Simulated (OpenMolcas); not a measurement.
Hf: the spin-orbit constant, worked from levels

```yaml
Program: OpenMolcas 26.06
Basis: ANO-R2 [8s6p5d3f1g]
Scalar_Hamiltonian: X2C, finite nucleus
Active_space: 4 electrons in 6 orbitals (5d 6s)
State_averaging: 2S+1 = 3 even, 55 roots; 2S+1 = 5 even, 10 roots kept (CI in the orbitals of an earlier block); 2S+1 = 1 even, 50 roots kept (CI in the orbitals of an earlier block)
Spin-orbit_coupling: RASSI with atomic mean-field integrals over the reference wave functions, term energies averaged over their components
```

Methods: CASSCF; MS-CASPT2, IPEA 0.25 Eh, imaginary shift 0.1 Eh (closed shells correlated: 5s 5p). Measured levels: NIST Handbook of Basic Atomic Spectroscopic Data.

**The spin-orbit constant.** For the Hund term ³F of d2, E(J) = (A/2) J(J+1) + constant and ζ = 2S·A = 2A. From J = 2 to J = 4 the energy changes by 7 A.

| Source | E(4) - E(2) | A | ζ |
| --- | --- | --- | --- |
| CASSCF | 4226.4 | 603.8 | 1208 |
| MS-CASPT2 | 4469.4 | 638.5 | 1277 |
| measured | 4567.6 | 652.5 | 1305 |

All in cm-1. MS-CASPT2 is off by -2.1 % and CASSCF by -7.5 %. Both methods take the spin-orbit matrix elements from the reference wave functions, so the second can move ζ only through the term energies and any multistate remixing. Second-order mixing with other terms is absorbed into this ζ.

CASPT2 breaks the degeneracy within a term, and the mean is taken; among the terms shown or strongly mixed into the levels shown the widest spread is 1200 cm-1 (5d² 6s² ³F, MS-CASPT2). Over all roots computed the reference weight is 0.86 to 0.93 in MS-CASPT2; the roots of lowest weight are the least certain, and an intruder state may touch them. Without dynamic correlation excited terms often stand tens of per cent too high (terms of higher spin than the ground term too low), and those without a measured partner can miss by more than the paired ones (holds for CASSCF). Computed and measured levels are paired by configuration, term and J; levels that our copy of the source lacks, or whose pairing is in doubt (as where it misses far off the trend of its configuration), stay unpaired and out of the deviations. Levels of configurations outside the active space are missing.
